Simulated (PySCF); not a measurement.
Compound: CH₇BClNSi.
SMILES with atom numbers: `[NH2:1][BH:2][CH2:3][SiH2:4][Cl:5]` (hydrogens: H6, H7 on N1; H8 on B2; H9, H10 on C3; H11, H12 on Si4)

Method used: PBE0-D3(BJ)/def2-SVP geometry optimisation, gas phase (PySCF 2.14.0).

(1) Give the optimised bond lengths and angles.

Answers

(1) 
```
            bond  length (Å)   order
           N1–B2       1.394  single
           B2–C3       1.578  single
          C3–Si4       1.865  single
         Si4–Cl5       2.078  single
    N1–H6, N1–H7       1.012  single
           B2–H8       1.211  single
   C3–H9, C3–H10       1.104  single
Si4–H11, Si4–H12       1.492  single
```

Bonds in one row agree within 0.01 Å and their mean is given. Orders are formal, as drawn. A selection of angles:
```
      angle  degrees
   B2–N1–H6    122.6
   H6–N1–H7    113.6
   N1–B2–C3    121.5
   N1–B2–H8    117.5
   C3–B2–H8    121.0
  B2–C3–Si4    111.1
   B2–C3–H9    111.6
  Si4–C3–H9    108.1
 Si4–C3–H10    105.5
  H9–C3–H10    108.2
 C3–Si4–Cl5    110.0
 C3–Si4–H11    112.6
 C3–Si4–H12    110.7
Cl5–Si4–H11    107.1
H11–Si4–H12    109.0
```

Torsions: N1–B2–C3–Si4 -83° (synclinal); B2–C3–Si4–Cl5 -52° (synclinal). The mirror-image conformer, all signs reversed, is as good.

N1 (boron-bound nitrogen) is planar (angles 123.8°, 122.6° and 113.6°, sum 360.0°, 0.01 Å off the plane of its three neighbours). Si4 (chlorine-bound silicon) is tetrahedral (angles from 107.1° to 112.6°). B2 (three-coordinate boron) is planar (angles 121.5°, 121.0° and 117.5°, sum 360.0°, 0.01 Å off the plane of its three neighbours).

Point group: C1 (no symmetry element, even within 0.4 Å). Whether it is a minimum is left open (no frequencies). The numbers are those of one conformer.

The run took 57 s wall on one thread, Arm Neoverse V1 (aarch64), on a shared host, and the process peaked at 0.47 GiB of memory. These figures are those of the optimisation.
